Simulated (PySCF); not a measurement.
Compound: C₅H₇ClO₂.
Cartesian coordinates in Å at the GFN2-xTB level; atoms count from 1:
```
atom  x, y, z in Å
C1     2.6923   -0.1393   -0.3444
O2     1.4322    0.4862   -0.2321
C3     0.3737   -0.3039   -0.0914
C4    -0.8867    0.1452    0.1075
C5    -2.0303   -0.8156    0.2288
C6    -1.1046    1.5738    0.2024
O7    -0.3166    2.4619    0.1227
Cl8   -2.8220    1.9967    0.4824
H9     3.3893    0.6317   -0.6662
H10    3.0144   -0.5372    0.6229
H11    2.6739   -0.9496   -1.0792
H12    0.5507   -1.3762   -0.1543
H13   -2.7647   -0.6326   -0.5533
H14   -1.6742   -1.8388    0.1452
H15   -2.5317   -0.6942    1.1870
```

Computed at PBE0/pcSseg-1 (PySCF, non-relativistic), with Q(17O) = −0.0256 b, Q(35Cl) = −0.0817 b: O2, 17O (I = 5/2): χzz = -11.08 MHz, η = 0.453; O7, 17O (I = 5/2): χzz = 9.239 MHz, η = 0.321; Cl8, 35Cl (I = 3/2): χzz = -60.07 MHz, η = 0.305.

**Question.** Find the zero-field quadrupole resonance frequencies of 17O at O2.

**Answer.** From the eigenvalues of H = χ/[4I(2I − 1)] × [3Iz² − I(I + 1) + η(Ix² − Iy²)], steps between neighbouring levels, labelled as for η = 0: ±1/2↔±3/2 1.999 MHz, ±3/2↔±5/2 3.205 MHz (ether oxygen).

**Question.** Where would the pure quadrupole (NQR) lines of 17O at O7 fall for the rigid, isolated species?

**Answer.** From the eigenvalues of H = χ/[4I(2I − 1)] × [3Iz² − I(I + 1) + η(Ix² − Iy²)], steps between neighbouring levels, labelled as for η = 0: ±1/2↔±3/2 1.533 MHz, ±3/2↔±5/2 2.718 MHz (carbonyl oxygen).

**Question.** Where would the pure quadrupole (NQR) lines of 35Cl at Cl8 fall for the rigid, isolated species?

**Answer.** From ν = (|χ|/2)√(1 + η²/3): ν = 30.50 MHz (chlorine bonded to C). For 37Cl the ratio of quadrupole moments, 0.7881, gives 24.03 MHz.

In a crystal, neighbours and librations shift these lines. GFN2-xTB bond lengths can be off by several hundredths of an ångström, more for odd bonds, and the gradients follow them. The small basis limits the accuracy of the gradients.

One conformer stands for the species.
